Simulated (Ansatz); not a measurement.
Relaxation of a periodic cell of 36 atoms, H4CS (contents 3 C2H4 + 6 SH2, density as packed 0.61 g/cm³ with natural masses), to a largest force component of 0.3 eV/Å in at most 15 steps.

All numbers below come from DFT PBE-D3(BJ), scalar-relativistic, plane waves, PAW (Ansatz). Settings: cutoff 420 eV, k mesh 1x1x1, fermi-dirac smearing 0.02 eV, no spin polarisation.

```xyz
36
Lattice="9.2357 0.0000 0.0000 0.0000 9.2357 0.0000 0.0000 0.0000 9.2357" Properties=species:S:1:pos:R:3
C 1.532 8.660 3.855
C 0.205 8.738 3.970
H 2.030 8.791 2.900
H 2.168 8.463 4.711
H -0.432 8.935 3.114
H -0.293 8.607 4.925
C 8.431 3.332 0.964
C 7.173 3.280 0.520
H 8.743 4.054 1.711
H 9.193 2.653 0.597
H 6.410 3.959 0.887
H 6.861 2.558 -0.227
C 3.021 2.540 3.887
C 2.899 3.439 2.907
H 2.164 1.998 4.273
H 3.981 2.315 4.337
H 1.938 3.664 2.456
H 3.755 3.981 2.520
S 6.355 8.609 6.493
H 7.395 9.120 5.823
H 6.897 7.385 6.555
S 8.162 3.388 6.878
H 9.377 3.804 7.258
H 7.673 4.632 6.802
S 2.445 6.082 6.448
H 3.132 5.160 5.761
H 2.268 5.278 7.504
S 6.631 5.257 3.492
H 5.564 4.572 3.925
H 5.885 6.202 2.906
S 1.097 1.079 7.870
H 1.982 0.536 7.024
H 1.737 2.255 7.909
S 5.494 8.658 1.699
H 6.373 9.667 1.774
H 4.924 9.135 0.585
```

Where does it end, and by what steps?

The run converged. The threshold is loose, so the end isn't yet a minimum. The force dipped under the threshold on the way, but the program's further checks kept it going. Limits of this set-up: coarse k mesh. After 15 steps the energy has fallen by 1.094 eV; H9 moved furthest, 1.76 Å.

```csv
step,energy less start (eV),largest force component (eV/Å),accepted
0,0.0000,0.984,yes
1,-0.2099,0.327,yes
2,-0.3827,0.413,yes
3,-0.5406,0.177,yes
4,-0.6204,0.546,yes
5,-0.6923,0.515,yes
6,-0.7700,0.344,yes
7,-0.8355,0.228,yes
8,-0.8795,0.544,yes
9,-0.9307,0.465,yes
10,-0.9863,0.191,yes
11,-0.9863,0.191,yes
12,-1.0226,0.316,yes
13,-1.0593,0.345,yes
14,-1.0936,0.283,yes
15,-1.0936,0.283,yes
```

```xyz
36
Lattice="9.2357 0.0000 0.0000 0.0000 9.2357 0.0000 0.0000 0.0000 9.2357" Properties=species:S:1:pos:R:3
C 1.629 8.571 3.697
C 0.330 8.434 3.966
H 1.982 9.137 2.834
H 2.392 8.121 4.336
H -0.436 8.885 3.332
H -0.020 7.868 4.832
C 8.446 2.505 1.748
C 7.583 2.991 0.842
H 8.368 2.740 2.815
H 9.279 1.861 1.455
H 6.764 3.654 1.135
H 7.673 2.770 -0.228
C 2.981 2.649 4.093
C 2.953 3.609 3.166
H 2.082 2.343 4.631
H 3.904 2.124 4.349
H 2.026 4.126 2.907
H 3.855 3.910 2.626
S 5.500 8.956 6.690
H 6.569 9.744 6.417
H 5.867 8.026 5.761
S 8.280 3.031 5.827
H 9.298 3.797 6.304
H 7.558 4.130 5.487
S 2.067 5.754 6.302
H 2.573 4.813 5.464
H 2.849 5.341 7.323
S 6.187 6.304 3.845
H 4.864 6.065 4.028
H 5.932 7.338 2.980
S 1.654 0.940 7.570
H 2.676 0.437 6.836
H 2.527 1.575 8.415
S 5.176 9.291 1.466
H 6.246 10.138 1.511
H 5.555 8.806 0.254
```

Whether the end is a true minimum wasn't checked by a vibrational analysis.

Time of the run: 76 s on 1 thread of Arm Neoverse V1, on a shared host, peak memory 0.58 GiB.
